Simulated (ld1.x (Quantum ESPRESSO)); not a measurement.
**Which change was made? (Se, TM)**

ld1.x (Quantum ESPRESSO) 7.5 input, shortened:

```
&input
   title='Se', zed=34., rel=1, dft='PW91', iswitch=3,
   config='[Ar] 3d10 4s2 4p4'
 /
 &inputp
   pseudotype=2, tm=.true., lloc=0,
   nlcc=.true., new_core_ps=.true.
 /
2
4P  2  1   4.00   0.00  2.00  2.00  0.0
4S  1  0   2.00   0.00  1.15  1.15  0.0
 &test
   configts(1)='4s2 4p4'
 /
```

Cutoffs, loose and tight: the cutoffs (Ry, on a coarse ladder) from which the occupation-weighted sum of valence levels, in a spherical-Bessel basis at the reference potential, stays within 10 and 1 mRy of its value at 400 Ry. They do not see the model core or the augmentation charge, which bear on the density cutoff. Test errors are all-electron minus pseudo excitation energies from the reference, over the configurations 4s2 4p3; 4s2 4p2; 4s2 4p1; 4s0 4p6; 4s1 4p4; 4s2 4p0; 4s2 4p3.5; variants that change the core or the reference have their own tests.

The base gives: outcome: generated; cutoff, loose: 90 Ry; cutoff, tight: 180 Ry; bound ghosts: p; largest test error (meV): -122.

(1) After one change the result is: outcome: generated; cutoff, loose: 90 Ry; cutoff, tight: 180 Ry; bound ghosts: p; largest test error (meV): -439. Which change was it?
A. wave 4p (bound): rc 2.00 bohr becomes 4p (bound): rc 3.02 bohr
B. wave 4p (bound): rc 2.00 bohr becomes 4p (bound): rc 2.48 bohr
C. wave 4p (bound): rc 2.00 bohr becomes 4p (bound): rc 2.24 bohr

Answers

(1) A. The others give: wave 4p (bound): rc 2.00 bohr becomes 4p (bound): rc 2.24 bohr → outcome: generated; cutoff, loose: 90 Ry; cutoff, tight: 180 Ry; bound ghosts: p; largest test error (meV): -176 | wave 4p (bound): rc 2.00 bohr becomes 4p (bound): rc 2.48 bohr → outcome: generated; cutoff, loose: 90 Ry; cutoff, tight: 180 Ry; bound ghosts: p; largest test error (meV): -262.
